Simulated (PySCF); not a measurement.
Compound: C₄H₃O₄S₂ (charge -1).
Z-matrix (Å and degrees, GFN2-xTB geometry), rows numbered from 1:
```
O 
S   1  1.4418
O   2  1.4336  1  117.36
O   2  1.6449  1  105.44  3  -117.15
C   2  1.7436  1  112.22  3   133.04
C   5  1.3529  2  122.47  1  -144.35
S   6  1.7334  5  110.46  2  -176.46
C   7  1.8741  6   92.03  5     0.30
O   8  1.2213  7  120.32  6   179.41
C   8  1.3851  7  105.76  6     0.07
H   4  0.9580  2  106.20  1   -44.91
H   6  1.0694  5  128.03  2     3.47
H  10  1.0753  5  123.14  2    -5.72
```

The geometry is computed with GFN2-xTB (gas phase).

Masses are those of the commonest isotopes; rigid-rotor values at the optimised geometry. The values belong to one conformer with, in the numbering `[O:1]=[S:2](=[O:3])([OH:4])[c:5]1[cH:6][s:7][c:8]([O-:9])[cH:10]1`, O1–S2–O4–H -45°, O1–S2–C5–C6 -144°.

**Question.** Give the principal moments of inertia and the rotational constants in MHz.

**Answer.** Ia = 225.03, Ib = 791.52, Ic = 914.29 u·Å²; 505379 MHz·u·Å²/I gives A = 2246, B = 638.5, C = 552.8 MHz.

**Question.** What kind of rotor is it?

**Answer.** An asymmetric top: κ = (2 × 638.5 − 2246 − 552.8)/(2246 − 552.8) = -0.90.

**Question.** Is it planar, by Δ = Ic − Ia − Ib?

**Answer.** Not planar: Δ = Ic − Ia − Ib = -102.26 u·Å². For a rigid frame Δ = −2 Σ m c², so Σ m c² = 51.13 u·Å² lies off the ab plane: 2.24 from hydrogen and 48.89 from heavier atoms. The atom farthest from that plane is 1.48 Å away.

**Question.** List the rotational levels J(Ka,Kc) to J = 2 (MHz).

**Answer.** Above 0(0,0):
J = 1: 1(0,1) 1191, 1(1,1) 2799, 1(1,0) 2884
J = 2: 2(0,2) 3570, 2(1,2) 5095, 2(1,1) 5353, 2(2,1) 10175, 2(2,0) 10178
Those of J = 1 are B + C, A + C and A + B.

**Question.** Estimate the classical rotational partition function at 200 K, 298.15 K and 500 K.

**Answer.** Point group C1, symmetry number σ = 1; q = (√π/σ)·√((kT/h)³/(ABC)), k/h = 20836.6 MHz/K: 536000 at 200 K, 975000 at 298.15 K, 2120000 at 500 K.

No frequency check. These are rigid-rotor constants of the computed structure; measured ground-state constants (B0) also hold zero-point vibration.
